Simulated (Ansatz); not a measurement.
Mulliken charges of CH₂AlBF₂ (`F[CH]1[BH][Al]1[F]`) from ωB97M-V/def2-TZVPP in Ansatz (PBE0-D4/def2-TZVP geometry).

| atom | x (Å) | y (Å) | z (Å) | charge (e) |
| --- | --- | --- | --- | --- |
| F1 | 0.145 | -1.264 | 1.811 | -0.190 |
| C2 | 0.019 | -0.443 | 0.747 | 0.041 |
| B3 | 0.552 | -0.719 | -0.574 | -0.222 |
| Al4 | -0.246 | 1.035 | -1.039 | 0.466 |
| F5 | -1.024 | 2.479 | -1.005 | -0.293 |
| H6 | -0.550 | 0.439 | 1.093 | 0.094 |
| H7 | 1.165 | -1.595 | -1.079 | 0.105 |

By hand: the dipole of these point charges (1 e Å = 4.8032 D).

Σ q r = (0.107, 0.011, -0.386) e Å, of length 0.401 e Å = 1.93 D.

How does the dipole of the full density compare? (Estimate.)

Ansatz gave: (-0.084, 0.378, -0.402) e Å, 2.68 D; the point charges give 0.72 times that, at 48° from its direction.

Point charges leave out the atoms' own dipoles, such as those of lone pairs, and Mulliken's split depends on the basis, so the two needn't agree.
